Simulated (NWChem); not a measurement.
System meant: CH2N anion

The following NWChem deck was run.

```
start job
memory heap 200 mb stack 900 mb global 1100 mb
charge -1
geometry units angstroms noautoz
  C      0.000000     0.000000     0.493797
  N      0.000000     0.000000    -0.745072
  H      0.000000    -0.935319     1.184238
  H      0.000000     0.935319     1.184238
end
basis spherical
  * library def2-svp
end
dft
  xc xpbe96 cpbe96
  iterations 4
  mulliken
end
task dft energy
```

End of the output:

```
    Atom       Charge   Shell Charges
 -----------   ------   -------------------------------------------------------
    1 C    6     6.20   1.96  0.61  0.36  1.80  1.32  0.15
    2 N    7     7.51   1.97  0.85  0.65  2.16  1.83  0.04
    3 H    1     1.14   0.66  0.42  0.07
    4 H    1     1.14   0.66  0.42  0.07

 center of mass
 --------------
 x =   0.00000000 y =   0.00000000 z =  -0.15761525

 moments of inertia (a.u.)
 ------------------
          54.027299834592           0.000000000000           0.000000000000
           0.000000000000          47.730319924219           0.000000000000
           0.000000000000           0.000000000000           6.296979910373

     Multipole analysis of the density
     ---------------------------------

     L   x y z        total         alpha         beta         nuclear
     -   - - -        -----         -----         ----         -------
     0   0 0 0     -1.000000     -8.000000     -8.000000     15.000000

     1   1 0 0      0.000000      0.000000      0.000000      0.000000
     1   0 1 0      0.000000      0.000000      0.000000      0.000000
     1   0 0 1      0.417702      0.208851      0.208851     -0.000000

     2   2 0 0    -11.003059     -5.501529     -5.501529      0.000000
     2   1 1 0     -0.000000     -0.000000     -0.000000      0.000000
     2   1 0 1     -0.000000     -0.000000     -0.000000      0.000000
     2   0 2 0    -12.928866     -9.588477     -9.588477      6.248089
     2   0 1 1     -0.000000     -0.000000     -0.000000      0.000000
     2   0 0 2    -15.216553    -22.165515    -22.165515     29.114476

 ------------------------------------------------------------------------
 dft energy failed                                                                                  0
 ------------------------------------------------------------------------
 ------------------------------------------------------------------------
  current input line :
    18: task dft energy
 ------------------------------------------------------------------------
 ------------------------------------------------------------------------
 This type of error is most commonly associated with calculations not reaching convergence criteria
 ------------------------------------------------------------------------
 For more information see the NWChem manual at https://nwchemgit.github.io

0:dft energy failed:Received an Error in Communication
```

### Question
Can this run be used? If not, why, and what is the fix?

### Answer
Convergence was not reached. Cause: the SCF was allowed too few iterations. This input runs:
```
start job
memory heap 200 mb stack 900 mb global 1100 mb
charge -1
geometry units angstroms noautoz
  C      0.000000     0.000000     0.493797
  N      0.000000     0.000000    -0.745072
  H      0.000000    -0.935319     1.184238
  H      0.000000     0.935319     1.184238
end
basis spherical
  C library def2-svp
  N library def2-svp
  H library def2-svp
end
dft
  xc xpbe96 cpbe96
  iterations 150
  mulliken
end
task dft energy
```
It converges to -93.78449 Ha (PBE/def2-SVP).
